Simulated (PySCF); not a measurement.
B3LYP has the VWN-RPA correlation part, as in Gaussian. Delta-SCF ions had no search for a lower state. Excitations are Tamm–Dancoff values on a coarser integration grid. The basis has no diffuse functions, so Rydberg states are missing or too high.

# C6H14B2, SMILES `C1CCCCC1(B)B` (charge 0, multiplicity 1)

The numbers are results of B3LYP-D3(BJ)/def2-TZVP // B3LYP-D3(BJ)/def2-SVP run with PySCF, not measurements.

- HOMO: -7.78 eV
- dipole moment: 1.04 D
- HOMO–LUMO gap: 5.12 eV
- LUMO: -2.66 eV
- S1 excitation (TDA): 4.14 eV
- S1 oscillator strength: 0.008
- T1 excitation (TDA): 3.46 eV
- S1–T1 gap (TDA): 0.68 eV
- vertical ionisation energy (Delta-SCF): 9.70 eV
- total energy: -286.8744 Ha
- cost: around 5 core-minutes (rough)

```xyz
22

B      1.6653     0.1603    -1.0992
C      0.9144    -0.2011     0.2271
B      2.1192    -0.6717     1.1175
C      0.2162     1.0418     0.8533
C     -0.9963     1.4775     0.0224
C     -1.9881     0.3284    -0.1814
C     -1.3132    -0.8972    -0.8041
C     -0.1043    -1.3598     0.0175
H      1.8512    -0.6766    -1.9497
H      2.1110     1.2692    -1.2724
H      2.7221     0.1192     1.8021
H      2.4616    -1.8295     1.1248
H     -0.1241     0.8013     1.8773
H      0.9359     1.8693     0.9483
H     -0.6415     1.8316    -0.9645
H     -1.4980     2.3357     0.4999
H     -2.4150     0.0444     0.7985
H     -2.8349     0.6587    -0.8055
H     -2.0393    -1.7203    -0.9117
H     -0.9721    -0.6450    -1.8264
H     -0.4612    -1.7240     0.9984
H      0.3911    -2.2122    -0.4721
```
